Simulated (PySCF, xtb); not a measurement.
C4H6F2, SMILES F[C@H]1C[C@@H](F)C1.

GFN2-xTB (xtb) at its own geometry gives an orbital gap of 11.83 eV and a dipole moment of 2.62 D.

Geometry optimised at PBE0-D3(BJ)/def2-SVP. The structure was generated by enumeration; whether it is a known compound was not checked.

Task: What does PBE0/def2-TZVP (PySCF) give? (Estimate from the structure and the level; the computed values follow.)

Result: gap 10.02 eV (levels -8.98 and 1.04 eV), dipole 1.73 D.
